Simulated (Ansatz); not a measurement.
Consider the redistribution: `OB(O)[Te]C(F)(F)F` + `CC[Te]C` → `CC[Te]B(O)O` + `C[Te]C(F)(F)F`.

Gas-phase electronic energies from Ansatz, PBE0-D4/def2-TZVP geometries. CCSD(T)/CBS adds triple-zeta CCSD(T) − MP2 to the extrapolated MP2 energy (def2 sets, frozen cores). DFT in def2-TZVPP. B3LYP here is the variant with VWN-RPA as its local correlation; programs differ in this. Elements past krypton have def2 core potentials. For Te outer-core shells are correlated without core-valence functions, which leaves a few kJ/mol of doubt a bond. Each species was taken in one conformer, which may not be the lowest.

```
             level  ΔE (kcal/mol)  difference from CCSD(T)/CBS
            PBE-D4            0.4                          0.2
         r2SCAN-D4            0.3                          0.1
           PBE0-D4            0.4                          0.2
          B3LYP-D4            0.8                          0.6
           ωB97X-V            0.4                          0.2
           ωB97M-V            0.5                          0.3
            B2PLYP            0.7                          0.5
               PBE            0.5                          0.3
            r2SCAN            0.4                          0.2
              PBE0            0.5                          0.3
             B3LYP            1.0                          0.8
     HF/def2-TZVPP            1.0                          0.8
    MP2/def2-TZVPP            0.0                         -0.2
SCS-MP2/def2-TZVPP            0.2                          0.0
   CCSD/def2-TZVPP            0.3                          0.1
CCSD(T)/def2-TZVPP            0.1                         -0.1
     HF/def2-QZVPP            1.1                          0.9
    MP2/def2-QZVPP            0.0                         -0.2
SCS-MP2/def2-QZVPP            0.2                          0.0
      HF/CBS(def2)            1.1                          0.9
     MP2/CBS(def2)            0.0                         -0.2
    CCSD/CBS(def2)            0.3                          0.1
       CCSD(T)/CBS            0.2                            0
```

Largest T1 diagnostic among the species: 0.013.

In def2-TZVPP, CCSD(T) changes the Hartree–Fock value by −0.9 kcal/mol (the triples alone add −0.1 kcal/mol) and MP2 by −1.1 kcal/mol.
